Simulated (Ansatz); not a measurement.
Start from `CB([SiH3])S` and change one atom or group to get `C=NB(C)[SiH3]`.

Ansatz, PBE0-D4/def2-TZVP geometries, multiplicity 1. Each molecule was computed in one conformer, which needn't be the lowest.

```tsv
property	`CB([SiH3])S`
LUMO energy (B3LYP/def2-TZVPP) / eV	-1.52
size of the dipole moment (B3LYP/def2-TZVPP) / D	1.75
HOMO energy (PBE/def2-TZVPP) / eV	-6.89
LUMO energy (PBE/def2-TZVPP) / eV	-2.28
LUMO energy (PBE0/def2-TZVPP) / eV	-1.37
HOMO energy (ωB97M-V/def2-TZVPP) / eV	-10.22
```

Question: What does the change do to each property? (Best estimate.)

Answer: Ansatz gave: 
```csv
property,`C=NB(C)[SiH3]`,shift
LUMO energy (B3LYP/def2-TZVPP) / eV,-1.19,0.33
size of the dipole moment (B3LYP/def2-TZVPP) / D,2.21,0.46
HOMO energy (PBE/def2-TZVPP) / eV,-6.42,0.47
LUMO energy (PBE/def2-TZVPP) / eV,-1.98,0.30
LUMO energy (PBE0/def2-TZVPP) / eV,-0.95,0.42
HOMO energy (ωB97M-V/def2-TZVPP) / eV,-9.54,0.68
```

With PBE0 the HOMO rises by 0.61 eV and the LUMO rises by 0.42 eV, so the gap narrows by about 0.19 eV. PBE moves the HOMO by 0.47 eV and ωB97M-V by 0.68 eV. Dipoles are sizes alone; their direction can turn.

B3LYP here is the variant with VWN-RPA as its local correlation; programs differ in this.
